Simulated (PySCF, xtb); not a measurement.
In(F)2(Et) (C2H5F2In), SMILES [F][In]([CH2]C)[F]. Other conformers were not sampled.

Harmonic wavenumbers (cm⁻¹) from GFN2-xTB (xtb 6.7.1) at its own minimum, in rising order: 26, 36, 73, 92, 203, 211, 307, 333, 401, 669, 893, 951, 1073, 1114, 1186, 1382, 1413, 1448, 1461, 2980, 2994, 2999, 3012, 3014.

**Question.** What does PBE0-D3(BJ)/def2-SVP (PySCF) give at its own minimum? (An estimate is asked for; the answer gives what the named calculation found.)

**Answer.** 9, 64, 115, 150, 236, 240, 488, 611, 614, 654, 954, 972, 1067, 1197, 1242, 1398, 1438, 1470, 1473, 3053, 3089, 3140, 3146, 3165. Paired by order, the mean absolute difference is 75 cm⁻¹ and the zero-point energies are 40.4 and 42.9 kcal/mol.
